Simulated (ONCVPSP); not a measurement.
**Varying the ONCV potential for Co (Z = 27)**

Base potential:

```
Element                 : Co
Generator               : ONCVPSP 4.0.1
Type                    : optimised norm-conserving Vanderbilt (ONCV)
Functional              : LDA (Perdew-Wang 92)
Relativity              : scalar-relativistic
Frozen core             : [Ne]
Valence charge          : 17
Reference configuration : 3s2 3p6 3d7 4s2
Partial waves           : 3s+4s: rc 1.45 bohr, ncon 4, nbas 7, qcut 6.7 1/bohr, 2 projectors; 3p: rc 0.95 bohr, ncon 4, nbas 7, qcut 12.3 1/bohr, 2 projectors, debl 3 Ha; 3d: rc 1.30 bohr, ncon 5, nbas 9, qcut 12.6 1/bohr, 2 projectors, debl 0.7 Ha
Local potential         : polynomial inside 0.75 bohr (lpopt 5, dvloc0 0 Ha)
Core correction         : Teter function fitted to the true core (icmod 2), fcfact 0.35
```

All-electron outer shells of the reference configuration (LDA (PZ), scalar-relativistic, ld1.x):

```csv
shell,level (eV),outermost node (bohr),outermost maximum (bohr)
2p,-769.46,–,0.17
3s,-101.87,0.31,0.67
3p,-65.51,0.28,0.68
3d,-8.46,–,0.66
4s,-5.68,0.96,2.29
```

Cutoffs, loose and tight: the cutoffs (Ha) at which the residual kinetic energy of the hardest occupied pseudo-wave falls to 1 and 0.1 mHa per electron. They do not see the model core or the augmentation charge, which bear on the density cutoff. Test errors are all-electron minus pseudo excitation energies from the reference, over the configurations 3s2 3p6 3d7 4s1; 3s2 3p6 3d7 4s0; 3s2 3p6 3d6 4s0; 3s2 3p6 3d5 4s0. A dash means not determined; rows that change the core or the reference have their own tests.

| change | outcome | cutoff, loose | cutoff, tight | bound ghosts | GHOST(+) flags above zero | largest test error (meV) |
| --- | --- | --- | --- | --- | --- | --- |
| base | generated | 64 Ha | 72 Ha | none | none | +83 |
| s: qcut 4.1 | generated | 64 Ha | 72 Ha | none | none | +79 |
| s: qcut 5.7 | generated | 64 Ha | 72 Ha | none | none | +82 |
| s: qcut 6.4 | generated | 64 Ha | 72 Ha | none | none | +83 |
| s: qcut 7.4 | generated | 64 Ha | 72 Ha | none | none | +84 |
| s: qcut 8.5 | generated | 64 Ha | 72 Ha | none | none | +84 |
| s: qcut 9.6 | generated | 64 Ha | 72 Ha | none | none | +85 |

Reading the sweep of the qcut of the s channel (base included, trends over the rows without a ghost): The loose cutoff stays near 64 Ha. The median size of the test errors (rows with all tests solved) stays near 1.6 meV.
